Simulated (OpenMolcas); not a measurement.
Computed levels of 5s2 5p2 in ions with 50 electrons, in cm-1 above 3P0.

* Program: OpenMolcas
* Method: CASSCF
* Basis: ANO-RCC-VQZP
* Scalar Hamiltonian: DKH2, point nucleus
* Spin-orbit coupling: RASSI with atomic mean-field integrals over the reference wave functions, term energies averaged over their components

Active space for each ion: 4 electrons in 8 orbitals (5s 5p 6s 6p).

| Level | Sn | Sb+ | Te2+ | Xe4+ |
| --- | --- | --- | --- | --- |
| 3P1 | 1374 | 2521 | 3878 | 7905 |
| 3P2 | 2981 | 5068 | 7476 | 13319 |
| 1D2 | 9933 | 13952 | 19041 | 28139 |
| 1S0 | 16252 | 22490 | 29555 | 41795 |

Task: Estimate 3P2, 1D2, 1S0 for I3+ from its neighbours Te2+ and Xe4+.

Result: 3P2 is fine structure, which grows about as the fourth power of a screened charge, so the fourth roots are averaged: ((7476^0.25 + 13319^0.25) / 2)^4 = 10083. The calculation gives 10124, so the estimate is off by -0.4 %.
1D2 is another term, which grows about linearly with the charge: (19041 + 28139) / 2 = 23590. The calculation gives 22681, so the estimate is off by +4.0 %.
1S0 is another term, which grows about linearly with the charge: (29555 + 41795) / 2 = 35675. The calculation gives 34742, so the estimate is off by +2.7 %.

Active for correlation alone: 6p 6s; no level in the range computed is led by a configuration that fills them, so any true level of that kind is missing (holds for Sn; I3+; Xe4+). The run also gave levels led by 5s2 5p 6s, which use shells meant for correlation; these and all levels above them are left out (holds for Sb+). The run also gave levels led by 5s2 5p 6p, 5s2 5p 6s, which use shells meant for correlation; these and all levels above them are left out (holds for Te2+). Only configurations of the active space appear.
